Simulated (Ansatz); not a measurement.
The molecule As2+, multiplicity 4 (an upper state: multiplicity 2 came lower at CCSD(T)/def2-TZVPP on PBE0 minima). No spin–orbit coupling. As is treated without relativity.

The constants come from a fifth-degree fit in 1/R (seven points, main isotopes). Runs in def2 and cc sets follow the lowest solution found near the PBE0 minimum.

Correlated levels freeze the inner cores; with def2 sets outer-core shells near the valence are correlated too.

Programs: Ansatz (a first-principles code) with Gaussian orbitals. Each number belongs to the level named beside it.

```json
[
 {"level": "PBE/def2-TZVPP", "r_e (Å)": "2.481", "ω_e (cm⁻¹)": "266", "ω_e x_e (cm⁻¹)": "0.66"},
 {"level": "PBE0/def2-TZVPP", "r_e (Å)": "2.438", "ω_e (cm⁻¹)": "289", "ω_e x_e (cm⁻¹)": "0.65"},
 {"level": "wB97X-V/def2-TZVPP", "r_e (Å)": "2.407", "ω_e (cm⁻¹)": "309", "ω_e x_e (cm⁻¹)": "0.58"},
 {"level": "CCSD/def2-TZVPP", "r_e (Å)": "2.423", "ω_e (cm⁻¹)": "…", "ω_e x_e (cm⁻¹)": "0.75"},
 {"level": "CCSD(T)/def2-TZVPP", "r_e (Å)": "…", "ω_e (cm⁻¹)": "…", "ω_e x_e (cm⁻¹)": "0.83"}
]
```

### Question
Complete the blanks.

### Answer

- CCSD(T)/def2-TZVPP, r_e (Å): 2.441
- CCSD(T)/def2-TZVPP, ω_e (cm⁻¹): 281
- CCSD/def2-TZVPP, ω_e (cm⁻¹): 295

Doubts at one or more of the structures used: other coupled-cluster roots lie near (CCSD/def2-TZVPP, CCSD(T)/def2-TZVPP).
